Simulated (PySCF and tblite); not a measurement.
Values are calculated unless marked as measured or tabulated.
2 diastereomers of C₇H₉F₃O₂, numbered alike:

```csv
isomer,SMILES,descriptors (one enantiomer)
A,[CH3:1][O:2][C@H:3]1[CH:4]=[CH:5][O:6][CH2:7][C@@H:8]1[C:9]([F:10])([F:11])[F:12],"3S, 8S"
B,[CH3:1][O:2][C@@H:3]1[CH:4]=[CH:5][O:6][CH2:7][C@@H:8]1[C:9]([F:10])([F:11])[F:12],"3R, 8S"
```

Protocol: conformer search, at most 3 conformers an isomer, GFN2-xTB geometries, energies PBE0/pcSseg-1 (D3(BJ) added where defined), GIAO shieldings PBE0/pcSseg-1, weights at 298.15 K with GFN2-xTB thermal terms. Programs: PySCF with density fitting and tblite.

(1) What shifts does each isomer give (ppm; of two unlike H on one atom, a is the less shielded)?

The conformer set may be incomplete (the search or the number kept was capped). Unscaled ¹⁹F shifts at such levels can be off by tens of ppm; differences between conformers or isomers are more reliable. Shifts are unscaled: against experiment ¹³C can be off by 15 ppm or more and ¹H by 0.8 ppm.

## Answers

(1) 
A: ¹H (against TMS): 6.69 (H5, 1H), 5.24 (H4, 1H), 4.57 (H7a, 1H), 4.31 (H7b, 1H), 3.87 (H3, 1H), 3.60 (H1, 3H), 2.30 (H8, 1H). ¹³C (against TMS): 155.9 (C5), 134.8 (C9), 103.1 (C4), 70.6 (C3), 62.3 (C7), 57.4 (C1), 46.0 (C8). ¹⁹F (against CFCl3): -85.1 (F10/F11/F12).

B: ¹H (against TMS): 6.71 (H5, 1H), 5.36 (H4, 1H), 4.46 (H7a, 1H), 4.33 (H7b, 1H), 3.84 (H3, 1H), 3.61 (H1, 3H), 2.36 (H8, 1H). ¹³C (against TMS): 155.7 (C5), 135.1 (C9), 103.1 (C4), 70.1 (C3), 62.8 (C7), 57.3 (C1), 46.4 (C8). ¹⁹F (against CFCl3): -84.2 (F10/F11/F12).
